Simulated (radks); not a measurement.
The numbers below are computed, except where a source is named.
Question: Neutral europium, configuration [Xe] 4f7 6p2 (not the ground configuration). Code: a radial shooting solver on a logarithmic mesh with Libxc functionals. Model: Dirac Kohn-Sham, LDA (Slater exchange, Perdew-Wang correlation), spin-unpolarised, spherical densities, finite nucleus; open shells fill j = l - 1/2 first; Fermi nuclear charge, rms radius 5.1115 fm.

Spin-orbit splittings of the eigenvalues, e(l+1/2) - e(l-1/2), with zeta = 2 splitting/(2l+1) and mean radii in bohr:

| shell | occ. | splitting (eV) | zeta (eV) | <r> j=l-1/2 | <r> j=l+1/2 |
|---|---|---|---|---|---|
| 2p | 6 | 647.2 | 431.5 | 0.07910 | 0.08583 |
| 3p | 6 | 131.9 | 87.92 | 0.2390 | 0.2519 |
| 3d | 10 | 28.73 | 11.49 | 0.2237 | 0.2277 |
| 4p | 6 | 29.25 | 19.50 | 0.5794 | 0.6091 |
| 4d | 10 | 5.245 | 2.098 | 0.6488 | 0.6594 |
| 4f | 7 | 0.6166 | 0.1762 | 0.9613 | 0.9813 |
| 5p | 6 | ? | ? | 1.559 | 1.659 |
| 6p | 2 | 0.2561 | 0.1707 | 5.283 | 5.593 |

Estimate the 5p splitting.

Answer: 3.857 eV (zeta = 2.571 eV).
